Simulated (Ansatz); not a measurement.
`C[C@H](F)[C@H](F)C(F)F` + H₂ → `CC(F)CF` + difluoromethane at 700 K and 1 bar (hydrogenolysis of a C–C bond).

Gas-phase electronic energies from Ansatz, PBE0-D4/def2-TZVP geometries. CCSD(T)/CBS is the MP2 limit (def2-TZVPP, def2-QZVPP) plus CCSD(T) − MP2 in def2-TZVPP, frozen cores. This one scheme is used for every species. Each species was taken in one conformer, which may not be the lowest.

| species | CCSD(T)/CBS energy (Eh) | H − E (kJ/mol) | S (J/(mol·K)) |
| --- | --- | --- | --- |
| `C[C@H](F)[C@H](F)C(F)F` | -554.98194 | 365.4 | 525.2 |
| H₂ | -1.17544 | 46.8 | 155.3 |
| `CC(F)CF` | -317.34651 | 302.0 | 417.0 |
| `FCF` | -238.82660 | 120.2 | 293.9 |

H − E and S are ideal-gas, rigid-rotor, harmonic terms from PBE0-D4/def2-TZVP, for one conformer and one mirror image of each species. The MP2-based limit puts H₂ 0.8 mEh under its directly extrapolated value; such offsets cancel only in part. 1 Eh = 2625.50 kJ/mol, R = 8.31446 J/(mol·K).

Problem. By hand: ΔE, ΔH, ΔS and ΔG.

Solution. ΔE = (-317.34651) + (-238.82660) − (-554.98194) − (-1.17544) = -0.01573 Eh = -41.3 kJ/mol. Δ(H − E) = 302.0 + 120.2 − 365.4 − 46.8 = 10.0, so ΔH = -31.3 kJ/mol. ΔS = 417.0 + 293.9 − 525.2 − 155.3 = 30.4 J/(mol·K). ΔG = -31.3 − 700 × (30.4)/1000 = -52.6 kJ/mol.

Problem. By hand: the equilibrium constant, and the temperature at which ΔG would vanish if ΔH and ΔS stayed fixed.

Solution. log₁₀ K = −ΔG/(RT ln 10) = 3.9. ΔH and −TΔS have one sign here, so there is no such temperature.

TΔS isn't small against ΔH here. A doubt of 5 kJ/mol in ΔE shifts log₁₀ K by 0.4 here. Other conformers and mirror images would add mixing entropy, several J/(mol·K) or more a flexible species. Modes under 60 cm⁻¹, often nearly free rotors, make the harmonic entropy too high. These are equilibria of isolated gas molecules and say nothing of rates. Largest T1 diagnostic: 0.011 (customary marks: 0.02 for closed shells, 0.045 for open ones).
